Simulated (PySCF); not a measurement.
C5H12NP.
Cartesian coordinates in Å at the GFN2-xTB level; atoms count from 1:
```
atom  x, y, z in Å
C1     1.825    1.724    0.123
N2     1.699    0.325   -0.262
P3     0.544   -0.609    0.630
C4     0.741   -2.143   -0.387
C5    -0.944    0.053   -0.228
C6    -2.288   -0.462    0.196
C7    -1.892    0.938    0.529
H8     2.245    1.875    1.123
H9     0.835    2.178    0.093
H10    2.464    2.230   -0.603
H11    2.608   -0.129   -0.200
H12   -0.111   -2.795   -0.207
H13    0.794   -1.880   -1.442
H14    1.648   -2.668   -0.092
H15   -0.783    0.264   -1.282
H16   -3.039   -0.624   -0.563
H17   -2.323   -1.182    1.002
H18   -1.661    1.164    1.560
H19   -2.370    1.751    0.002
```

Theory: TDDFT CAM-B3LYP/def2-SVPD, vertical, gas phase, core orbitals frozen in the response in PySCF 2.14.0, density-fitted response routines.

Orbital energies (eV): HOMO-3 -9.88, HOMO-2 -9.73, HOMO-1 -9.33, HOMO -7.08, LUMO 1.47, LUMO+1 1.54, LUMO+2 1.68.

Computed singlets:

| state | E (eV) | f |
| --- | --- | --- |
| S1 | 5.39 | 0.047 |
| S2 | 5.79 | 0.078 |
| S3 | 6.18 | 0.044 |
| S4 | 6.64 | 0.037 |
| S5 | 6.87 | 0.129 |
| S6 | 6.96 | 0.028 |
| S7 | 7.35 | 0.011 |
| S8 | 7.46 | 0.011 |

Assign a leading configuration to S1 and S2 and set E beside the orbital difference Δε.

```
state  leading configuration  weight  Δε (eV)  E (eV)  E − Δε (eV)      f  other configurations
   S1              HOMO→LUMO    0.70     8.55    5.39        -3.16  0.047           H→L+1 (16%)
   S2            HOMO→LUMO+1    0.67     8.62    5.79        -2.83  0.078             H→L (15%)
```

E − Δε runs from -3.16 to -2.83 eV. Among themselves, these states come in the order of their orbital differences.

H and L stand for HOMO and LUMO. The other states: S3 6.18 eV, f 0.044, H→L+2 (58%), H→L+4 (21%); S4 6.64 eV, f 0.037, H→L+3 (55%), H→L+6 (16%), H→L+2 (11%); S5 6.87 eV, f 0.129, H→L+6 (31%), H→L+5 (24%), H→L+3 (22%); S6 6.96 eV, f 0.028, H→L+4 (39%), H→L+2 (22%), H→L+3 (15%); S7 7.35 eV, f 0.011, H→L+7 (61%), H→L+4 (12%); S8 7.46 eV, f 0.011, H→L+5 (43%), H→L+6 (36%).

Triplets (Tamm–Dancoff): T1 4.58 eV, H→L (53%), H→L+4 (23%), H→L+2 (8%); T2 5.02 eV, H→L+1 (45%), H→L+6 (14%), H→L+5 (12%); T3 5.72 eV, H→L+2 (24%), H→L+1 (23%), H→L (14%).

One conformer stands for the species.
